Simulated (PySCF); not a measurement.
# Radial density of S (sulfur, neutral)

UHF, [Ne] 3s2 3p4, high-spin 3P determinant. Computed with PySCF 2.14 in x2c-TZVPPall, with scalar relativity by spin-free X2C-1e.

```
r (bohr)  4πr²ρ (e/bohr)  4πr²(ρα − ρβ)
 0.00170          0.1068         0.0000
 0.00286          0.2859         0.0000
 0.00480          0.7316         0.0000
 0.00808           1.815         0.0001
  0.0136           4.208         0.0003
  0.0229           8.711         0.0011
  0.0385           14.82         0.0041
  0.0647           18.40         0.0179
   0.109           14.88         0.0696
   0.183           12.29         0.1821
   0.308           17.46         0.2162
   0.518           12.22         0.0072
   0.871           3.235         0.2991
    1.47           3.539         1.1065
    2.46           1.785         0.6449
    4.14          0.1868         0.0673
    6.97       0.0007637         0.0003
```

Densities and radii are taken from the X2C orbitals without a picture-change correction, which distorts them close to the nucleus.
